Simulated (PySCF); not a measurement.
**Assigning NMR signals**

Cartesian coordinates in Å; atom numbers follow the order of the lines, from 1:
```xyz
16

C     2.198   -0.938    0.369
O     0.816   -0.992    0.117
C     0.324    0.167   -0.481
Si   -0.108    1.746    0.509
C    -1.178    0.400   -0.320
F    -1.838    0.607   -1.511
C    -1.927   -0.608    0.516
F    -1.379   -0.669    1.753
F    -3.212   -0.220    0.704
H     2.441   -0.093    1.025
H     2.767   -0.838   -0.563
H     2.459   -1.874    0.858
H     0.660    0.289   -1.515
H    -0.074    1.676    1.951
H    -0.021    2.978   -0.246
H    -1.937   -1.623    0.090
```

Gas phase, relativity neglected, equivalent nuclei averaged, single conformer. Shielding tensors at PBE0/pcSseg-1 (GIAO); geometry: GFN2-xTB; PySCF.

References, each an isolated molecule treated in the same way: 13C and 1H vs TMS.

(1) Assign these signals to the numbered atoms. 13C{1H} NMR (computed): δ 119.5 (CH), 89.0 (C), 73.0 (CH), 63.1 (CH3).

(2) Assign these signals to the numbered atoms. 1H NMR (400 MHz, computed): δ 6.72 (m, 1H), 4.26 (m, 1H), 3.49 (s, 3H), 3.46 (m, 1H), 3.03 (m, 1H).

## Answers

(1) 
| δ (ppm) | atoms | environment | reason |
| --- | --- | --- | --- |
| 119.5 | C7 | sp3 CH bonded to 2 F | 2 electronegative neighbours deshield it |
| 89.0 | C5 | three-membered-ring carbon | pulled downfield by the heteroatom |
| 73.0 | C3 | three-membered-ring carbon | – |
| 63.1 | C1 | methyl carbon bonded to O | deshielded by the electronegative neighbour |

(2) 
```tsv
δ (ppm)	atoms	environment	reason
6.72	H16	hydrogen on an sp3 CH bonded to 2 F	its carbon carries F, hence the downfield position
4.26	H13	hydrogen on a three-membered-ring carbon	its carbon carries O, hence the downfield position
3.49	H10/H11/H12	hydrogen on a methyl carbon bonded to O	its carbon carries O, which withdraws density
3.46	H14	hydrogen on a silicon bonded to 2 C, in a 3-membered ring	–
3.03	H15	hydrogen on a silicon bonded to 2 C, in a 3-membered ring	–
```

H10/H11/H12 and H14 lie closer than the usual error of such a calculation, so a measured spectrum could show them in the other order.

Splittings by 19F in the carbon and heteronuclear signals aren't shown, as no couplings were computed. Shifts are as computed. Against solution values, carbons near 30 ppm lie about +3 ppm off and those near 130 ppm about +5 ppm. Of 1309 compounds with measured shifts, 239 miss one by over three times the rms of a fit or turn the order of signals round; such compounds aren't used in these exercises. Multiplicities follow the n + 1 count of equivalent neighbours, as no J values were calculated; m marks all less simple cases, F and P coupling included.
